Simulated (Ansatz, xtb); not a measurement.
**A geometry optimisation of Cl2HSi2 with r2SCAN-D4/def2-SVP**

The starting geometry of this gas-phase doublet has its atoms placed at random.

```xyz
5

Cl    1.7110    0.2692   -0.0135
Cl    0.5490    1.0653    1.5023
Si   -0.0702   -0.6066   -0.6042
Si   -1.2945    1.5022    0.4944
H    -0.3846    0.1545    1.5200
```

**Question.** Guess where an optimisation with r2SCAN-D4/def2-SVP ends from this start.

**Answer.** It ends as a structure with H5 bridging Si3 and Si4, given below by its coordinates. Contacts that open: Cl1–Cl2 (2.07 → 3.66 Å), Cl2–H5 (1.30 → 2.94 Å). Contacts that close: Si3–Si4 (2.67 → 2.39 Å), Si3–H5 (2.28 → 1.74 Å), Si4–H5 (1.92 → 1.74 Å).

The energy falls by 8.38 eV over 12 steps:

```
step  E − E(last) (eV)
   1             8.377
   2             4.869
   3             3.321
   5             1.736
   6             1.094
   7             0.400
   8             0.104
  10             0.002
  11             0.000
  12             0.000
```

Final geometry (Å):

```
atom    x (Å)    y (Å)    z (Å)
  Cl   1.9762  -0.1999  -0.3360
  Cl   0.4005   2.0483   2.0803
  Si  -0.0902  -0.2449  -0.6854
  Si  -1.1212   1.2266   0.8957
   H  -0.6547  -0.4455   0.9444
```

From the same start GFN2-xTB ends elsewhere, in pieces: ClSi2 + ClH.

From so rough a start the end depends on the optimiser's path, so another program may land elsewhere. The end wasn't checked by frequencies. Open shells are spin-unrestricted. Run with Ansatz 0.2.0, 87 s on 1 thread of Intel(R) Xeon(R) 6975P-C (Granite Rapids), with other jobs on the host.
